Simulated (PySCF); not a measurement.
Nb(NH)(F)2(OH) (F₂H₂NNbO), SMILES [NH]=[Nb]([OH])([F])[F], multiplicity 1. Geometry optimised at B3LYP-D3(BJ)/def2-SVP. The spin state was assumed, not searched. The structure was generated by enumeration; whether it is a known compound was not checked. The def2 effective core potentials stand for the cores of Nb; spin–orbit coupling is left out. The values are those of a single conformer.

The numbers are results of PySCF 2.14.0 with B3LYP-D3(BJ)/def2-SVP, not measurements.

Harmonic wavenumbers (cm⁻¹): 166, 179, 210, 240, 245, 430, 498, 536, 636, 684, 707, 757, 1027, 3631, 3874. Rotational constants (GHz): 3.218, 3.130, 2.802; symmetry number 1.

**Question.** Work out the zero-point energy and the ideal-gas rigid-rotor harmonic-oscillator thermochemistry at 298.15 K and 1 atm.

**Answer.** ZPE = ½ Σ hcν = ½ × 13819 cm⁻¹ = 19.76 kcal/mol. H − E(el) = 24.60 kcal/mol. Entropy in cal/(mol K): translation 41.17, rotation 26.83, vibration 13.87, total 81.88. G − E(el) = 0.19 kcal/mol. Cp = 24.61 cal/(mol K).
